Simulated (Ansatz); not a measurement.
Start from `[NH2][Ga]1[CH2][Al]1[OH]` and change one atom or group to get `[OH][Al]1[CH2][GaH]1`.

Ansatz, PBE0-D4/def2-TZVP geometries, multiplicity 1. Each molecule was computed in one conformer, which needn't be the lowest.

Scalar relativity is left out up to krypton.

```json
{"property": "HOMO energy (PBE0/def2-TZVPP) / eV", "`[NH2][Ga]1[CH2][Al]1[OH]`": "-5.65"}
{"property": "size of the dipole moment (B3LYP/def2-TZVPP) / D", "`[NH2][Ga]1[CH2][Al]1[OH]`": "1.56"}
{"property": "LUMO energy (PBE/def2-TZVPP) / eV", "`[NH2][Ga]1[CH2][Al]1[OH]`": "-2.14"}
{"property": "HOMO energy (B3LYP/def2-TZVPP) / eV", "`[NH2][Ga]1[CH2][Al]1[OH]`": "-5.49"}
{"property": "LUMO energy (PBE0/def2-TZVPP) / eV", "`[NH2][Ga]1[CH2][Al]1[OH]`": "-1.43"}
{"property": "zero-point energy (PBE0-D4/def2-TZVP) / kJ/mol", "`[NH2][Ga]1[CH2][Al]1[OH]`": "165.7"}
```

Q: What does the change do to each property? (Best estimate.)

A: Computed: 
```tsv
property	`[OH][Al]1[CH2][GaH]1`	shift
HOMO energy (PBE0/def2-TZVPP) / eV	-5.73	-0.08
size of the dipole moment (B3LYP/def2-TZVPP) / D	1.04	-0.52
LUMO energy (PBE/def2-TZVPP) / eV	-2.71	-0.57
HOMO energy (B3LYP/def2-TZVPP) / eV	-5.58	-0.09
LUMO energy (PBE0/def2-TZVPP) / eV	-1.96	-0.53
zero-point energy (PBE0-D4/def2-TZVP) / kJ/mol	115.6	-50.1
```

With PBE0 the HOMO falls by 0.08 eV and the LUMO falls by 0.53 eV, so the gap narrows by about 0.45 eV. PBE moves the HOMO by -0.11 eV and ωB97M-V by -0.05 eV. The zero-point energy changes by -50.1 kJ/mol with -6 modes. Dipoles are sizes alone; their direction can turn.

Positive LUMOs are unbound, so they and the gaps depend on the basis.

B3LYP here is the variant with VWN-RPA as its local correlation; programs differ in this.
